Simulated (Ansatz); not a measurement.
`[OH][Al-]([OH])([OH])[PH3+]`, relaxed with RKS PBE0-D4/def2-TZVP in the Gaussian-basis code of Ansatz from a PBE-D4/def2-SVP geometry. The force threshold is 0.005 eV/Å; the program also tests the step.

Charge 0, multiplicity 1.

Start:

```xyz
11

O     0.965    1.819   -0.384
Al    0.034    0.702    0.560
O     0.834   -0.241    1.781
O    -1.668    0.987    0.730
P    -0.077   -1.242   -1.075
H     1.883    1.992   -0.125
H     0.355   -0.421    2.606
H    -2.031    1.824    0.401
H     1.135   -1.931   -1.392
H    -0.851   -2.382   -0.692
H    -0.579   -1.107   -2.410
```

| step | energy (eV) | largest force (eV/Å) | largest move (Å) |
| --- | --- | --- | --- |
| 1 | -22119.5180 | 0.704 | 0.000 |
| 2 | -22119.5574 | 0.258 | 0.058 |
| 3 | -22119.5662 | 0.148 | 0.053 |
| 4 | -22119.5688 | 0.085 | 0.021 |
| 5 | -22119.5694 | 0.064 | 0.038 |
| 6 | -22119.5719 | 0.010 | 0.041 |
| 7 | -22119.5720 | 0.001 | 0.015 |
| 8 | -22119.5720 | 0.004 | 0.015 |

End:

```xyz
11

O     0.972    1.751   -0.376
Al    0.042    0.681    0.584
O     0.827   -0.153    1.856
O    -1.639    0.972    0.723
P    -0.078   -1.248   -1.071
H     1.884    1.935   -0.159
H     0.354   -0.388    2.652
H    -2.034    1.752    0.339
H     1.114   -1.896   -1.455
H    -0.834   -2.390   -0.738
H    -0.609   -1.017   -2.356
```

Run time 31 s (4 threads of an Arm Neoverse V1 on a shared host); peak host memory 0.54 GiB.
